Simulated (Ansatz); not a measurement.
Pb₃Se₂, relaxed as a singlet with RKS r2SCAN-D4/def2-SVP in Ansatz, starting from the GFN1-xTB geometry. Force threshold 0.02 eV/Å.

In the def2 sets Pb takes a core potential; there is no spin–orbit coupling. The restricted singlet is unstable towards broken spin symmetry at other levels; at r2SCAN-D4/def2-SVP this wasn't settled. Another isomer (singlet) lies 1.00 eV lower at PBE0-D4/def2-TZVP; other spin states weren't run for this one.

Start:

```xyz
5

Pb    0.450    1.186    1.173
Pb   -2.382    0.164    0.272
Pb    0.049   -1.656   -0.465
Se    2.317   -0.632    0.519
Se   -0.434    0.938   -1.499
```

```json
{"step": "1", "energy (eV)": "-146440.8120", "largest force component (eV/Å)": "0.880", "SCF passes": "18"}
{"step": "2", "energy (eV)": "-146440.8497", "largest force component (eV/Å)": "0.549", "SCF passes": "27"}
{"step": "3", "energy (eV)": "-146440.9090", "largest force component (eV/Å)": "0.132", "SCF passes": "22"}
{"step": "4", "energy (eV)": "-146440.9146", "largest force component (eV/Å)": "0.106", "SCF passes": "22"}
{"step": "5", "energy (eV)": "-146440.9152", "largest force component (eV/Å)": "0.054", "SCF passes": "22"}
{"step": "6", "energy (eV)": "-146440.9155", "largest force component (eV/Å)": "0.045", "SCF passes": "22"}
{"step": "7", "energy (eV)": "-146440.9158", "largest force component (eV/Å)": "0.003", "SCF passes": "22"}
```

Force components are those of the run's own axes.

End:

```tsv
atom	x (Å)	y (Å)	z (Å)
Pb1	0.474	1.100	1.223
Pb2	-2.421	0.213	0.209
Pb3	0.087	-1.667	-0.376
Se4	2.402	-0.640	0.520
Se5	-0.543	0.994	-1.576
```

By distances, no bond broke or formed. The bond that changes most is Pb1–Se5, from 2.83 to 2.98 Å (atoms count from 1).

No frequencies were taken in this run, so the end may be a saddle point.

Run time 24 s (4 threads of Arm Neoverse V1 on a shared host).
